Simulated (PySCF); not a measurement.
# Removing an electron from `CCC/C([SiH3])=C\[SiH3]`

C5H14Si2.
Structure used (PBE0-D3(BJ)/def2-SVP), in Å, numbered top down from 1:
```
atom  x, y, z in Å
C1    -1.9645   -1.4372    0.3618
C2    -1.8613   -0.6288   -0.9208
C3    -0.4249   -0.2442   -1.2842
C4     0.2513    0.6289   -0.2598
Si5   -0.5775    2.2642    0.1934
C6     1.4077    0.2947    0.3499
Si7    2.3791   -1.2930    0.0812
H8    -1.5645   -0.8786    1.2226
H9    -1.3895   -2.3742    0.2864
H10   -3.0083   -1.7013    0.5880
H11   -2.4778    0.2847   -0.8376
H12   -2.2926   -1.1986   -1.7602
H13   -0.4345    0.2953   -2.2485
H14    0.1649   -1.1629   -1.4553
H15   -1.7896    2.0465    1.0448
H16    0.3908    3.1112    0.9511
H17   -1.0220    2.9856   -1.0410
H18    1.8331    1.0049    1.0724
H19    2.8415   -1.4331   -1.3356
H20    1.5671   -2.5051    0.4153
H21    3.5809   -1.2717    0.9688
```

Level: PBE0/def2-SVPD (PySCF). Frontier orbitals with their largest atomic shares (Löwdin; up to four atoms above 4 %):

| orbital | ε (eV) | main atoms |
| --- | --- | --- |
| HOMO−3 | -9.51 | C2 16 %, C1 12 %, C3 12 %, C4 8 % |
| HOMO−2 | -9.35 | Si7 22 %, H21 19 %, C2 12 %, H11 7 % |
| HOMO−1 | -8.15 | C4 21 %, C6 18 %, Si5 15 %, Si7 13 % |
| HOMO | -7.62 | ? |
| LUMO | -0.97 | C6 29 %, C4 28 %, Si7 13 %, Si5 7 % |
| LUMO+1 | 0.37 | Si5 22 %, Si7 15 %, C6 7 %, C1 5 % |
| LUMO+2 | 0.84 | Si5 30 %, Si7 14 %, H17 10 %, H15 7 % |

**Question.** What vertical ionisation energy does ΔSCF give, and how far is −ε(HOMO) from it?

**Answer.** ΔSCF: 9.30 eV (897 kJ/mol; threshold wavelength 133 nm); ⟨S²⟩ of the doublet left behind is 0.754, against 0.75 for a pure doublet. −ε(HOMO) is 7.62 eV, 1.68 eV below it. For the exact functional −ε(HOMO) would equal the first vertical ionisation energy; PBE0 (global hybrid, 25 % exact exchange) falls short of its own ΔSCF value by 18 %. Holes in the HOMO−1 and HOMO−2 were tried too where these lie within 1.2 eV of the HOMO; the lowest converged state counts.

**Question.** On which atoms does the HOMO lie?

**Answer.** C6 (alkene CH carbon) 33 %, C4 (fully substituted alkene carbon) 29 %, Si7 (SiH3 silicon) 7 %, C3 (allylic carbon) 6 %, so no atom holds as much as 40 %. The HOMO−1 lies 0.53 eV lower.

**Question.** What total energies stand behind the ΔSCF value?

**Answer.** E(N) = -777.10651 Eh and E(N − 1) = -776.76485 Eh at the same geometry, 0.34166 Eh apart.

**Question.** With α = 119.8 au, estimate the like-pair dispersion coefficient by London's formula C6 = (3/4)α²I.

**Answer.** I = 0.3417 Eh, so C6 ≈ 3680 au; the Casimir–Polder integral at the same level gives 5160 au, 1.40 times as much.

**Question.** What kinetic energy would electrons from this vertical process carry with He I light (21.218 eV)?

**Answer.** 21.22 − 9.30 = 11.92 eV.

Isolated species at its PBE0-D3(BJ)/def2-SVP geometry (one conformer only).

The run behind these numbers computed excited states and ΔSCF ions as well. The run took 6.9 min wall on an Arm Neoverse N1 with one thread, no GPU, shared host with 64 logical CPUs at a one-minute load of 58, and the process peaked at 1.1 GiB of memory.
